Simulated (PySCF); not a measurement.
# Magnesium: a sound run and one with changed settings

Sound run: Mg⁺ [Ne] 3s1, Mg²⁺ [Ne]. Calculation: PySCF 2.14, in aug-cc-pVDZ (5s4p2d, 27 functions); the non-relativistic Hamiltonian (point nucleus). The sound run starts from symmetry-adapted Hartree-Fock orbitals and uses a fine grid where one is needed.

A second run was set up differently.

```json
{"species": "Mg⁺", "method": "UHF", "sound run (hartree)": "-199.36492", "changed run (hartree)": "-199.36492", "converged": "yes"}
{"species": "Mg⁺", "method": "r2SCAN", "sound run (hartree)": "-199.76196", "changed run (hartree)": "-199.76183", "converged": "yes"}
{"species": "Mg⁺", "method": "MN15", "sound run (hartree)": "-199.69083", "changed run (hartree)": "-199.71567", "converged": "yes"}
{"species": "Mg²⁺", "method": "UHF", "sound run (hartree)": "-198.82424", "changed run (hartree)": "-198.82424", "converged": "yes"}
{"species": "Mg²⁺", "method": "r2SCAN", "sound run (hartree)": "-199.21130", "changed run (hartree)": "-199.21511", "converged": "yes"}
{"species": "Mg²⁺", "method": "MN15", "sound run (hartree)": "-199.14943", "changed run (hartree)": "-199.16606", "converged": "yes"}
```

Ionisation energy of Mg⁺:

| method | sound run (eV) | changed run (eV) |
| --- | --- | --- |
| UHF | 14.713 | 14.713 |
| r2SCAN | 14.984 | 14.877 |
| MN15 | 14.732 | 14.955 |

Q: What was changed?
A. radial grid too coarse
B. basis contracted for another Hamiltonian
C. minimal basis
D. too few SCF iterations

A: A. It used radial step 0.5 in ln r (0.13 in the sound run). A coarse radial grid mis-integrates the density and the exchange-correlation energy, with errors of either sign; Hartree-Fock needs no grid.
